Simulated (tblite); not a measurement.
Compound: C2F2NO4S2 (charge -1).
SMILES with atom numbers: `[N:1]#[C:2][C-:3]([S:4](=[O:5])(=[O:6])[F:7])[S:8](=[O:9])(=[O:10])[F:11]`
Bond orders are those of one Lewis drawing.

Computed with GFN2-xTB (tblite), gas phase: L-BFGS steps from a force-field or distance-geometry start until the largest atomic force falls under 0.01 eV/Å.

At the end of the run (lengths in Å): S8–F11 1.673, S4–F7 1.663, C3–S4 1.702, C2–C3 1.370, C3–S8 1.694, S8=O10 1.421, S4=O6 1.421, S4–C3–S8 107.2°, C3–S4–F7 99.0°, C3–S4–O6 115.8°, C2–C3–S4 118.4°, C2–C3–S4–O5 30°, C2–C3–S8–O9 -44°.

**Question.** These geometries were met on the way; a selection of coordinates is given. Order them by energy above the end point, lowest first.
A. S8–F11 1.658, S4–F7 1.657, C3–S4 1.687, C2–C3 1.352, C3–S8 1.687, S8=O10 1.422, S4=O6 1.422, S4–C3–S8 117.9°, C3–S4–F7 104.1°, C3–S4–O6 113.3°, C2–C3–S4 120.8°, C2–C3–S4–O5 40°, C2–C3–S8–O9 39°
B. S8–F11 1.599, S4–F7 1.598, C3–S4 1.665, C2–C3 1.400, C3–S8 1.666, S8=O10 1.447, S4=O6 1.445, S4–C3–S8 118.5°, C3–S4–F7 105.8°, C3–S4–O6 109.4°, C2–C3–S4 120.8°, C2–C3–S4–O5 41°, C2–C3–S8–O9 38°
C. S8–F11 1.672, S4–F7 1.663, C3–S4 1.685, C2–C3 1.369, C3–S8 1.685, S8=O10 1.424, S4=O6 1.424, S4–C3–S8 111.7°, C3–S4–F7 101.1°, C3–S4–O6 116.2°, C2–C3–S4 122.9°, C2–C3–S4–O5 15°, C2–C3–S8–O9 -15°
D. S8–F11 1.668, S4–F7 1.661, C3–S4 1.690, C2–C3 1.358, C3–S8 1.691, S8=O10 1.427, S4=O6 1.426, S4–C3–S8 114.8°, C3–S4–F7 100.6°, C3–S4–O6 115.6°, C2–C3–S4 121.9°, C2–C3–S4–O5 26°, C2–C3–S8–O9 9°
E. S8–F11 1.660, S4–F7 1.656, C3–S4 1.687, C2–C3 1.360, C3–S8 1.680, S8=O10 1.426, S4=O6 1.428, S4–C3–S8 110.4°, C3–S4–F7 99.8°, C3–S4–O6 114.3°, C2–C3–S4 123.3°, C2–C3–S4–O5 9°, C2–C3–S8–O9 -23°

**Answer.** E (0.030 eV), C (0.090 eV), D (0.220 eV), A (0.362 eV), B (0.633 eV).

| step | E above end (eV) | rms distance from the end, all atoms (Å) | largest force (eV/Å) | rms shift of all bonds from the end (Å) |
| --- | --- | --- | --- | --- |
| 47 | 0.030 | 0.148 | 0.994 | 0.011 |
| 45 | 0.090 | 0.212 | 0.571 | 0.007 |
| 39 | 0.220 | 0.480 | 0.332 | 0.006 |
| 5 | 0.362 | 0.865 | 0.708 | 0.010 |
| 0 | 0.633 | 0.875 | 2.291 | 0.038 |

Rows stand in the order of the answer.
